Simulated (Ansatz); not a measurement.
A nudged elastic band was laid between two geometries of FGeH3 + H4Si (10 atoms, charge 0, multiplicity 1).

Level of theory: Ansatz, RKS PBE-D4/def2-SVP.

```yaml
movable_images: 5
climbing_image: yes
spring: 5.0 eV/Å²
optimiser: quadratic models (default)
start_path: through a guess of the saddle point
force_threshold: 0.05 eV/Å
iteration_limit: 60
end_points: relaxed
```

First end point:

```xyz
10
Properties=species:S:1:pos:R:3
Ge 0.544 -0.042 -0.249
F 0.881 -0.004 1.482
H 1.917 0.105 -0.950
H -0.389 1.159 -0.555
H -0.126 -1.406 -0.550
Si -3.063 0.038 1.405
H -3.134 -0.850 0.192
H -4.027 -0.460 2.445
H -3.424 1.441 1.004
H -1.666 0.018 1.957
```

Last end point:

```xyz
10
Properties=species:S:1:pos:R:3
Ge -0.398 -0.085 -0.491
F -0.145 0.015 2.659
H 0.662 0.950 -0.053
H -0.643 0.061 -2.018
H 0.137 -1.515 -0.226
Si -2.447 0.243 0.702
H -3.654 -0.061 -0.144
H -2.505 -0.727 1.869
H -2.568 1.632 1.256
H -0.925 -0.513 2.629
```

**Question.** Which bonds break or form, and what moves?

**Answer.** Bonds broken: Ge1–F2, Si6–H10. Bonds formed: Ge1–Si6, F2–H10. FGeH3 + H4Si becomes FH + GeH6Si.

**Question.** What energy profile does the band end with?

**Answer.** The run converged. The highest image is number 2 of 0 to 6, 180.8 kJ/mol above the first end and 155.1 kJ/mol above the last; the last end lies 25.7 kJ/mol above the first. Neighbouring images differ by up to 1.6 eV, so the band resolves the path poorly. A vibrational analysis at the climbing image gives one clearly imaginary mode, 868i cm⁻¹: a first-order saddle point. The orbitals stay closed-shell, which can raise the energy where a bond breaks towards radicals; this wasn't checked here.

```csv
image,path coordinate (Å),energy (kJ/mol),Ge1–F2 (Å),Si6–H10 (Å),Ge1–Si6 (Å)
0,0.00,0.0,1.76,1.50,3.97
1,1.13,23.9,1.78,1.50,3.40
2,2.26,180.8,2.09,1.85,2.80
3,3.09,96.1,2.62,2.20,2.51
4,3.91,45.4,3.00,2.46,2.41
5,4.74,28.3,3.16,2.59,2.39
6,5.57,25.7,3.16,2.57,2.39
```

**Question.** What is the geometry of the highest image?

**Answer.** 
```xyz
10
Properties=species:S:1:pos:R:3
Ge -0.106 -0.050 -0.136
F 0.291 -0.202 1.908
H 1.365 0.435 -0.218
H -0.948 0.942 -0.997
H -0.275 -1.515 -0.589
Si -2.591 0.092 1.137
H -3.151 -0.651 -0.050
H -3.248 -0.472 2.377
H -2.967 1.545 1.011
H -0.856 -0.124 1.740
```

The band took 14 iterations and about 3 core-minutes.

Run time: 100 s on 2 threads of Arm Neoverse V2 (shared host), peak memory 0.14 GiB.
